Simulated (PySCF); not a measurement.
**C$_{7}$H$_{5}$NO: full NMR table**

```yaml
Formula: C7H5NO
SMILES: N#COc1ccccc1
Point_group_of_the_computed_structure: Cs
Degrees_of_unsaturation: 6
Carbon_signals: 5
Proton_signals: 3
```

Numbering as in the mapped SMILES `[N:1]#[C:2][O:3][c:4]1[cH:5][cH:6][cH:7][cH:8][cH:9]1`. Each H is labelled by its parent atom.

Theory: shielding tensors at B97-2/pcSseg-2 (GIAO), coordinates at the PBE0-D3(BJ)/def2-TZVP level, in PySCF 2.14.0 with density-fitted response routines (averaged over atoms made equivalent by symmetry, fast rotation or ring inversion, no relativistic terms, one computed conformer, isolated molecule).

Chemical shifts δ = σref − σ; $^{1}$H (σ = 31.64 ppm), $^{13}$C (σ = 185.38 ppm) against TMS; $^{15}$N (σ = 261.75 ppm) against NH3; $^{17}$O (σ = 327.66 ppm) against H2O, all at this level.

| carbon | δC, type | δH (multiplicity) | HMBC from (2–3 bonds) | span of the C tensor (ppm) |
| --- | --- | --- | --- | --- |
| C2 | 113.6, C | – | – | 326 |
| C4 | 161.6, C | – | H(C6)/H(C8), H(C5)/H(C9) | 162 |
| C5/C9 | 120.6, CH | 7.61 (m) | H(C6)/H(C8), H(C5)/H(C9), H(C7) | 197 |
| C6/C8 | 137.3, CH | 7.72 (m) | H(C6)/H(C8), H(C5)/H(C9), H(C7) | 235 |
| C7 | 132.1, CH | 7.53 (t) | H(C6)/H(C8), H(C5)/H(C9) | 234 |

Other nuclei:
| atoms | nucleus | environment | δ (ppm) | σ (ppm) |
| --- | --- | --- | --- | --- |
| N1 | $^{15}$N | nitrile nitrogen | 204.3 | 57.5 |
| O3 | $^{17}$O | ether oxygen | 111.9 | 215.8 |

Carbon types of the structure: 2 × C, 5 × CH, which accounts for all hydrogens. δC 161.6: aromatic carbon bearing oxygen; the electronegative substituent deshields the carbon that carries it. δC 137.3, 132.1, 120.6: aromatic CH. δC 113.6: nitrile carbon; C≡N carbons fall here, among the sp2 signals but without a proton. δH 7.72, 7.61, 7.53: hydrogen on an aromatic CH; it sits in the deshielding region of the aromatic ring current.

Shifts are as computed. Against solution values, carbons near 30 ppm lie about +3 ppm off and those near 130 ppm about +7 ppm. Of 1211 compounds with measured shifts, 218 miss one by over three times the rms of a fit or turn the order of signals round; such compounds aren't used in these exercises. Experimental scales use liquid or dissolved standards, which lie at an offset from isolated NH3 (liquid NH3: subtract about 20 ppm) and H2O (liquid H2O: subtract about 36 ppm). Unscaled 15N shifts of sp2 nitrogen come out 20 to 40 ppm too high even then. No couplings were computed; multiplicities are counted from neighbouring protons, with m where these are inequivalent, close in shift, in a saturated or five-membered ring or joined by F or P, and br s for small geminal =CH2 splittings.
